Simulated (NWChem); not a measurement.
Molecule: BHSeF2; SMILES FB([SeH])F

```xyz
5

B      0.0101    -0.9629     0.0000
F      1.1538    -1.6162     0.0000
F     -1.1089    -1.6584     0.0000
Se     0.0289     0.9768     0.0000
H     -1.4370     1.0746     0.0000
```
Atoms are numbered in this order, from 1.

Results from NWChem. The geometry was optimised at PBE0/def2-SVP.

Q: Order these by “dipole (D)”, lowest first: MPW1K/def2-SVP; PBE/def2-SVP; KT2/def2-SVP.

A: PBE/def2-SVP (1.03), KT2/def2-SVP (1.08), MPW1K/def2-SVP (1.15)
